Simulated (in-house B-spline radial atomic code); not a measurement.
Values are calculated unless marked as measured or tabulated.
From levels and matrix elements to observables: the phosphorus ion P¹²⁺

One electron outside the 1s2 core, from a B-spline radial code for spherical atoms: Brueckner orbitals with a screened correlation potential on Dirac-Hartree-Fock, Breit and QED terms for the lowest states, dipole elements in length form with static core polarisation. The core's own polarisability, by RPA, is 0.0001936 bohr³.

```csv
state,removal energy (cm⁻¹),size of the reduced dipole element to 2s1/2 (a.u.)
2s1/2,4933939,-
3s1/2,2145046,-
2p1/2,4725811,0.3168
2p3/2,4714595,0.4491
3p1/2,2087690,0.1636
3p3/2,2084378,0.2298
```

Use R = 109737.3 cm⁻¹, 1 hartree = 219474.6 cm⁻¹, c = 137.036 and 1 a.u. of rate = 4.1341e16 s⁻¹.

(1) Find the quantum defects of the two s states and predict 4s1/2.

(2) What are the wavelength, oscillator strength and rate of 2s1/2–2p3/2?

Answers

(1) With n* = 13 √(R/E): 2s1/2 has n* = 1.9388, δ = 0.0612; 3s1/2 has n* = 2.9404, δ = 0.0596. Ritz's form δ = δ0 + b/n*² gives b = 0.011, δ0 = 0.0584, so with n* ≈ 4 − 0.0596, δ = 0.0591 and E = R × 13²/(4 − 0.0591)² = 1194113 cm⁻¹. The program finds 1194349 cm⁻¹.

(2) ΔE = 219344 cm⁻¹ = 0.99940 hartree, λ = 45.59 nm in vacuum. f = (2/3) ΔE D²/(2j + 1 of the lower state) = (2/3) × 0.99940 × 0.4491²/2 = 0.0672. A = (4/3) ΔE³ D²/(c³ (2j' + 1)) = 2.6079e-08 a.u. = 1.078e+09 s⁻¹, a partial lifetime of 0.9275 ns.
